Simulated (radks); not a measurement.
Values are calculated unless marked as measured or tabulated.
Problem. Coherent X-ray form factor from a spherical all-electron density. Code: a radial shooting solver on a logarithmic mesh with Libxc functionals. Model: scalar-relativistic Kohn-Sham, PBE, spin-polarised, spherical densities, point nucleus.

sin(theta)/lambda (1/angstrom)  f0 (electrons)
0.05                                    36.937
0.1                                     36.751
0.15                                    36.444
0.2                                     36.021
0.25                                    35.492
0.3                                     34.865
0.4                                     33.363
0.5                                     31.612
0.6                                     29.714
0.8                                     25.853
1                                       22.351
1.25                                    18.824
1.5                                     16.151
2                                       12.208

The species is in the configuration that NIST lists as its ground one. Which atom or ion scatters so?

Solution. The holmium ion Ho30+, [Kr] 4d1. Extrapolating in s^2 from the first two rows gives f0(0) = 37.0, near the electron count 37; among species with that count, the fall with angle is slower the higher Z, and the table is that of Z = 67; from so few rows the species is fixed only to a neighbour or two.
